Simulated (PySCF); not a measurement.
Cartesian coordinates in Å; atom numbers follow the order of the lines, from 1:
```xyz
11

Si   -1.8651    0.4304   -0.2612
C    -0.0352    0.0315   -0.0832
N     0.8815    0.1966   -1.0286
C     2.0171   -0.2109   -0.4316
Cl    3.5284   -0.2042   -1.2166
N     1.8869   -0.6195    0.8178
N     0.5804   -0.4593    1.0184
H    -2.4315   -0.3273   -1.4097
H    -2.5274    0.0092    1.0107
H    -2.0424    1.8950   -0.4607
H     0.1746   -0.7017    1.9153
```

Geometry: PBE0-D3(BJ)/def2-SVP; GIAO absolute shieldings from PySCF 2.14, gas phase, non-relativistic, averaged over equivalent atoms.

At PBE0/6-31G (79 basis functions, 8.7 s wall time on 1 thread of an Arm Neoverse V1, shared host):
| atoms | σ (ppm) |
| --- | --- |
| Si1 | 498.7 |
| C4 | 41.3 |
| C2 | 56.2 |
| N6 | -35.3 |
| N3 | -19.2 |
| N7 | 52.6 |
| Cl5 | 788.3 |
| H11 | 23.30 |
| H8/H9/H10 | 28.25 |

**Question.** Predict the values at B97-D/pcSseg-1 on the same geometry.

**Answer.** 
| atoms | σ at B97-D/pcSseg-1 | change |
| --- | --- | --- |
| Si1 | 429.2 | -69.5 |
| C4 | 19.7 | -21.6 |
| C2 | 35.4 | -20.8 |
| N6 | -51.1 | -15.8 |
| N3 | -36.5 | -17.3 |
| N7 | 26.6 | -26.0 |
| Cl5 | 727.8 | -60.5 |
| H11 | 21.77 | -1.53 |
| H8/H9/H10 | 27.06 | -1.19 |

The largest change is at Si1 (silicon bonded to C, 3 H). Cost: 153 basis functions, 22 s wall time on 1 thread of an Arm Neoverse V1, shared host.

Carbons that carry Cl, above all several Cl atoms, come out too deshielded, partly because spin–orbit coupling is missing.
